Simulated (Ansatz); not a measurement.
Ideal-gas functions of ClFGeH₄OSi (`[F][GeH]([Cl])[O][SiH3]`) at 298.15 K and 1 bar, from an Ansatz frequency run at PBE0-D4/def2-TZVP.

Molar mass 175.18 g/mol, point group C1 (symmetry number 1), electronic degeneracy 1, moments of inertia 177.047, 363.376, 453.877 u Å². Harmonic wavenumbers (cm⁻¹, unscaled): 21, 34, 87, 184, 222, 268, 442, 541, 698, 705, 720, 731, 745, 951, 958, 974, 1035, 2233, 2242, 2247, 2249.

Use S(trans) = R[1.5 ln M + 2.5 ln T − 1.1517]; rotational temperatures θ = 24.2544 K / I; S(rot) = R[ln(√π/σ · √(T³/θAθBθC)) + 1.5]; for each mode x = 1.438777 ν̃/T, S = R[x/(eˣ − 1) − ln(1 − e⁻ˣ)] and H = RT x/(eˣ − 1); 1 cm⁻¹ = 0.0119627 kJ/mol; R = 8.31446 J/(mol·K).

By hand: the entropy, in J/(mol·K).

Translation 173.3. Rotation: θ = 0.137, 0.0667, 0.0534 K, giving 120.0. Vibration, mode by mode: 27.35, 23.35, 15.59, 9.57, 8.13, 6.73, 3.43, 2.36, 1.29, 1.26, 1.19, 1.14, 1.08, 0.48, 0.46, 0.43, 0.34, 0.00, 0.00, 0.00, 0.00, in all 104.2. Electronic 0.0. Sum 397.5 J/(mol·K).

By hand: H − E and G − E in kJ/mol, counted from the electronic energy.

Zero-point energy ½ × 18287 × 0.0119627 = 109.4; thermal vibration 13.8; translation, rotation and pV give 4 RT = 9.9. H − E = 133.1 kJ/mol, and G − E = 133.1 − 298.15 × 397.5/1000 = 14.6 kJ/mol.

Vibration gives 26 % of the entropy, 66.3 J/(mol·K) of it from the modes under 150 cm⁻¹: soft modes count most, and the harmonic formula is weakest for them. The sum counts one conformer and one mirror image; others add a mixing term.
